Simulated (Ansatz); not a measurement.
System: C2H7O2Si, charge 0, multiplicity 2. It need not be the lowest isomer of its formula. 
Coordinates optimised at B3LYP-D3(BJ)/def2-TZVP (Ansatz, a program for electronic structure):
```
Si
O 1 1.6425
C 2 1.4187 1 125.14
H 3 1.0895 2 107.77 1 -171.32
H 3 1.0934 4 108.74 2 120.67
H 3 1.0945 4 108.69 5 118.36
O 1 1.6425 2 104.19 3 171.91
C 7 1.4187 1 125.12 2 -171.98
H 8 1.0895 7 107.77 1 170.68
H 8 1.0933 9 108.75 7 -120.65
H 8 1.0946 9 108.68 10 -118.36
H 1 1.5089 2 109.61 3 54.70
```
Charge 0, spin multiplicity 2.

Parts of the frozen-core correlation energy in cc-pV(T+d)Z (Ansatz, hartree). Frozen orbitals: 9; correlated occupied orbitals by spin: 16 and 15; virtual: 232 and 233. Open shells are spin-unrestricted. Spin-orbit coupling is left out. Non-relativistic.

| term | value |
|---|---|
| reference (HF) | -518.60038 |
| MP2 opposite-spin | (withheld) |
| MP2 same-spin | (withheld) |
| CCSD correlation | -0.96185 |
| (T) | (withheld) |
| T1 diagnostic | 0.014 |
| largest doubles amplitude | 0.015 |
| <S^2> of the reference | 0.755 |

### Question
Some entries are withheld; supply them.

### Answer

- MP2 opposite-spin, value: -0.70591
- MP2 same-spin, value: -0.21655
- (T), value: -0.03571
